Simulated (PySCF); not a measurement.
FGa, SMILES [F][Ga] (connectivity only; charge and spin as stated), charge +1, multiplicity 2.

Geometry: PBE0-D3(BJ)/def2-TZVPD. The multiplicity is an assumed one; other spin states were not compared.

Method: PBE0-D3(BJ)/def2-TZVPD in PySCF 2.14.0.

Frequencies are harmonic and unscaled.

Computed normal modes with their intensities:
```
mode  ν (cm⁻¹)  IR (km/mol)  moving atoms (share of kinetic energy)
----  --------  -----------  --------------------------------------
1          717         25.9                         F 79 %, Ga 21 %
```
